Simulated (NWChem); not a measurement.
System: C2H6F2Si; SMILES [SiH3]C(C)(F)F

NWChem printed, in part:

```
             Northwest Computational Chemistry Package (NWChem) 7.3.0
             --------------------------------------------------------

 CS  symmetry detected

                             Geometry "geometry" -> ""
                             -------------------------

 Output coordinates in angstroms (scale by  1.889725989 to convert to a.u.)

  No.       Tag          Charge          X              Y              Z
 ---- ---------------- ---------- -------------- -------------- --------------
    1 C                    6.0000    -1.31140346    -1.11344838     0.00000000
    2 C                    6.0000     0.01390981    -0.40085072     0.00000000
    3 F                    9.0000     0.72949883    -0.80296904     1.09720000
    4 F                    9.0000     0.72949883    -0.80296904    -1.09720000
    5 Si                  14.0000    -0.02358211     1.52943428     0.00000000
    6 H                    1.0000    -1.12793259    -2.19872863     0.00000000
    7 H                    1.0000    -1.89157973    -0.84850488     0.89480700
    8 H                    1.0000    -1.89157973    -0.84850488    -0.89480700
    9 H                    1.0000     1.38044418     2.02502201     0.00000000
   10 H                    1.0000    -0.74260985     1.99893695     1.22072900
   11 H                    1.0000    -0.74260985     1.99893695    -1.22072900

 Effective nuclear repulsion energy (a.u.)     248.2909797848

      Symmetry information
      --------------------

 Group name             Cs
 Group number              2
 Group order               2
 No. of unique centers     8

  pbe96 is a nonlocal functional; adding pw91lda local functional.

                                 NWChem DFT Module
                                 -----------------

 Summary of "ao basis" -> "ao basis" (spherical)
 ------------------------------------------------------------------------------
       Tag                 Description            Shells   Functions and Types
 ---------------- ------------------------------  ------  ---------------------
 C                          def2-svp                 6       14   3s2p1d
 F                          def2-svp                 6       14   3s2p1d
 Si                         def2-svp                 8       18   4s3p1d
 H                          def2-svp                 3        5   2s1p

      Symmetry analysis of basis
      --------------------------

        a'         65
        a"         39

            General Information
            -------------------
          SCF calculation type: DFT
          Wavefunction type:  closed shell.
          No. of atoms     :    11
          No. of electrons :    50
           Alpha electrons :    25
            Beta electrons :    25
          Charge           :     0
          Spin multiplicity:     1
          Use of symmetry is: on ; symmetry adaption is: on
          Maximum number of iterations: 150
          AO basis - number of functions:   104
                     number of shells:    50
          Convergence on energy requested:  1.00D-06
          Convergence on density requested:  1.00D-05
          Convergence on gradient requested:  5.00D-04

              XC Information
              --------------
          PerdewBurkeErnzerhof Exchange Functional  1.000
            Perdew 1991 LDA Correlation Functional  1.000 local
           PerdewBurkeErnz. Correlation Functional  1.000 non-local

             Grid Information
             ----------------
          Grid used for XC integration:  medium
          Radial quadrature: Mura-Knowles
          Angular quadrature: Lebedev.
          Tag              B.-S. Rad. Rad. Pts. Rad. Cut. Ang. Pts.
          ---              ---------- --------- --------- ---------
          C                   0.70       49          11.0       434
          F                   0.50       49          10.0       434
          Si                  1.10       88          11.0       590
          H                   0.35       45          12.0       434
          Grid pruning is: on
          Number of quadrature shells:   415
          Spatial weights used:  Erf1

      Superposition of Atomic Density Guess
      -------------------------------------

 Sum of atomic energies:        -565.56886217

      Non-variational initial energy
      ------------------------------

 Total energy =    -567.525798
 1-e energy   =   -1276.740412
 2-e energy   =     460.923634
 HOMO         =      -0.310056
 LUMO         =       0.092766

      Symmetry analysis of molecular orbitals - initial
      -------------------------------------------------

  Numbering of irreducible representations:

     1 a'          2 a"

  Orbital symmetries:

     1 a'          2 a'          3 a"          4 a'          5 a'
     6 a'          7 a'          8 a"          9 a'         10 a'
    11 a"         12 a'         13 a'         14 a'         15 a"
    16 a'         17 a'         18 a"         19 a"         20 a'
    21 a"         22 a'         23 a'         24 a"         25 a'
    26 a'         27 a'         28 a"         29 a'         30 a'
    31 a"         32 a'         33 a"         34 a'         35 a'

     ---------------------------------------------
      Total Density - Mulliken Population Analysis
     ---------------------------------------------

[...]
```

Level: PBE/def2-SVP. The geometry was optimised at PBE0/def2-SVP.

### Question
Which NWChem input produces such a log?

### Answer
One answer among several that fit: the input that was run:
```
start job
memory heap 200 mb stack 900 mb global 1100 mb
geometry units angstroms noautoz
  C     -1.339124    -1.097883     0.000000
  C     -0.000034    -0.411524     0.000000
  F      0.707497    -0.827657     1.097200
  F      0.707497    -0.827657    -1.097200
  Si     0.000496     1.519125     0.000000
  H     -1.177062    -2.186566     0.000000
  H     -1.913970    -0.821565     0.894807
  H     -1.913970    -0.821565    -0.894807
  H      1.414010     1.986966     0.000000
  H     -0.709146     2.002697     1.220729
  H     -0.709146     2.002697    -1.220729
end
basis spherical
  * library def2-svp
end
dft
  xc xpbe96 cpbe96
  iterations 150
  mulliken
end
task dft energy
```
